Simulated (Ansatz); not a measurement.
Stepwise reaction of `[NH2][Al]([NH2])[Cl]` with hydrogen, as a gas-phase model of exchange steps in deposition or etching. ΔE in kJ/mol; ΔG adds harmonic PBE0-D4 terms to CCSD(T)/CBS, at 1 bar.

Computed with Ansatz on PBE0-D4/def2-TZVP structures; ΔE is electronic, products minus reactants. CCSD(T)/CBS adds triple-zeta CCSD(T) − MP2 to the extrapolated MP2 energy (def2 sets, frozen cores). This one scheme is used for every species. DFT in def2-TZVPP. B3LYP here is the variant with VWN-RPA as its local correlation; programs differ in this. One conformer a species, not always the lowest.

| step | reaction | PBE-D4 | B3LYP-D4 | ωB97M-V | CCSD(T)/CBS | ΔG(400 K) |
| --- | --- | --- | --- | --- | --- | --- |
| 1 | `[NH2][Al]([NH2])[Cl]` + H₂ → `[NH2][AlH][Cl]` + NH₃ | 59.7 | 64.9 | 63.4 | 65.9 | 66.1 |

Task: Give the row of step 2, `[NH2][AlH][Cl]` + H₂ → `[AlH2][Cl]` + NH₃. (Best estimate.)

Result: Computed: 
```
step                                    reaction  PBE-D4  B3LYP-D4  ωB97M-V  CCSD(T)/CBS  ΔG(400 K)
   2  `[NH2][AlH][Cl]` + H₂ → `[AlH2][Cl]` + NH₃    78.5      81.1     80.0         81.2       83.2
```

Task: By hand: ΔE of the 2 steps together at CCSD(T)/CBS.

Result: (65.9) + (81.2) = 147.1 kJ/mol, or 73.6 kJ/mol a step.

In ΔE each step is higher than the one before. All are uphill at CCSD(T)/CBS. ΔG lies between 66.1 and 83.2 kJ/mol a step. PBE-D4 differs from CCSD(T)/CBS by -6.2 to -2.7 kJ/mol a step. Isolated molecules leave out the surface, adducts and barriers. Largest T1 diagnostic: 0.009.
